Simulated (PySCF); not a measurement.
CH3FO2Si, SMILES O=C(O)[SiH2]F. Atoms are numbered in the order given.

```xyz
8

O     -0.8972     1.7898     0.0000
C     -0.0396     0.9427     0.0000
O      1.2655     1.2130     0.0000
Si    -0.5607    -0.8984     0.0000
F      0.7212    -1.8919     0.0000
H      1.3574     2.1829     0.0000
H     -1.3534    -1.1287     1.2339
H     -1.3534    -1.1287    -1.2339
```

Geometry optimised at PBE0-D3(BJ)/def2-SVP. The structure was generated by enumeration, and PubChem lists no compound with its InChIKey, so it may never have been made. Other conformers were not sampled.

Method: PBE0/def2-TZVP in PySCF.

Symmetry labels are those of the subgroup Cs that the program uses (full group Cs).

Computed valence orbital energies around the gap with their symmetry:
| orbital | symmetry | energy (eV) |
|---|---|---|
| HOMO−7 | A" | -13.34 |
| HOMO−6 | A' | -12.87 |
| HOMO−5 | A" | -12.73 |
| HOMO−4 | A' | -12.26 |
| HOMO−3 | A' | -10.84 |
| HOMO−2 | A" | -10.21 |
| HOMO−1 | A" | -9.73 |
| HOMO | A' | -8.25 |
| LUMO | A" | -1.01 |
| LUMO+1 | A' | -0.08 |
| LUMO+2 | A' | 1.00 |
| LUMO+3 | A' | 1.01 |
